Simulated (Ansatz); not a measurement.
One change: `[OH][Zr]([Cl])([Cl])[Cl]` becomes `[NH2][Zr]([OH])([Cl])[Cl]`.

Ansatz, PBE0-D4/def2-TZVP geometries, multiplicity 1. Each molecule was computed in one conformer, which needn't be the lowest.

Elements past krypton have def2 core potentials.

```json
{"property": "HOMO–LUMO gap (PBE0/def2-TZVPP) / eV", "`[OH][Zr]([Cl])([Cl])[Cl]`": "7.36"}
{"property": "size of the dipole moment (B3LYP/def2-TZVPP) / D", "`[OH][Zr]([Cl])([Cl])[Cl]`": "2.88"}
{"property": "ideal-gas entropy at 298 K and 1 bar (rigid rotor, harmonic PBE0-D4/def2-TZVP) / J/(mol·K)", "`[OH][Zr]([Cl])([Cl])[Cl]`": "384"}
{"property": "HOMO energy (PBE/def2-TZVPP) / eV", "`[OH][Zr]([Cl])([Cl])[Cl]`": "-7.92"}
{"property": "HOMO–LUMO gap (PBE/def2-TZVPP) / eV", "`[OH][Zr]([Cl])([Cl])[Cl]`": "5.18"}
{"property": "HOMO energy (PBE0/def2-TZVPP) / eV", "`[OH][Zr]([Cl])([Cl])[Cl]`": "-9.30"}
```

(1) Give the same properties after the change, and the shifts. (Estimate.)

## Answers

(1) Ansatz gave: 
| property | `[NH2][Zr]([OH])([Cl])[Cl]` | shift |
| --- | --- | --- |
| HOMO–LUMO gap (PBE0/def2-TZVPP) / eV | 6.63 | -0.73 |
| size of the dipole moment (B3LYP/def2-TZVPP) / D | 3.37 | 0.49 |
| ideal-gas entropy at 298 K and 1 bar (rigid rotor, harmonic PBE0-D4/def2-TZVP) / J/(mol·K) | 396 | 12 |
| HOMO energy (PBE/def2-TZVPP) / eV | -6.59 | 1.33 |
| HOMO–LUMO gap (PBE/def2-TZVPP) / eV | 4.39 | -0.79 |
| HOMO energy (PBE0/def2-TZVPP) / eV | -7.97 | 1.33 |

With PBE0 the HOMO rises by 1.33 eV and the LUMO rises by 0.60 eV, so the gap narrows by about 0.73 eV. PBE moves the HOMO by 1.33 eV and ωB97M-V by 1.24 eV. The zero-point energy changes by 61.5 kJ/mol with +6 modes. Dipoles are sizes alone; their direction can turn.

B3LYP here is the variant with VWN-RPA as its local correlation; programs differ in this.
